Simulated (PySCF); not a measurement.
Be(NH2)2.
Bonds: Be1–N2, Be1–N5. Hydrogens: H3, H4 on N2; H6, H7 on N5.

Level of theory: PySCF 2.14.0, density-fitted response routines, TDDFT wB97X-D/def2-SVPD, vertical, gas phase, core orbitals frozen in the response. Geometry: PBE0-D3(BJ)/def2-SVP; no solvent, vibrations or thermal averaging.

Computed singlets:

| state | E (eV) | f |
| --- | --- | --- |
| S1 | 6.16 | 0.087 |
| S2 | 6.16 | 0.088 |
| S3 | 7.07 | 0.0000 |
| S4 | 7.07 | 0.0000 |
| S5 | 7.29 | 0.0000 |
| S6 | 7.30 | 0.0000 |
| S7 | 7.44 | 0.0000 |
| S8 | 7.57 | 0.037 |
| S9 | 7.81 | 0.0000 |
| S10 | 7.82 | 0.0000 |

Q: How much of the mean static polarisability do these states give, one by one?

A: Each state adds f / ΔE² (ΔE in hartree, 27.2114 eV).

```tsv
state	f/ΔE² (au)	running sum (au)	running share of α (%)
S1	1.71	1.71	5.1
S2	1.72	3.42	10.1
S3	0.00	3.42	10.1
S4	0.00	3.42	10.1
S5	0.00	3.42	10.1
S6	0.00	3.42	10.1
S7	0.00	3.42	10.1
S8	0.48	3.90	11.6
S9	0.00	3.90	11.6
S10	0.00	3.90	11.6
```

The full response gives 33.76 au (5.00 Å³), so 29.9 au comes from the higher roots of the same equations.

Q: By how much does the contribution of these states grow at 532 nm?

A: With ω = 0.0856 hartree each state's term in the mean polarisability goes from f / ΔE² to f / (ΔE² − ω²); the sum over all 10 states goes from 3.90 to 4.53 au, a rise of 0.62 au.

A one-level model with all 18 active electrons at a single energy would need ΔE = √(N/α) = 19.9 eV to give this α, against S1 at 6.16 eV.
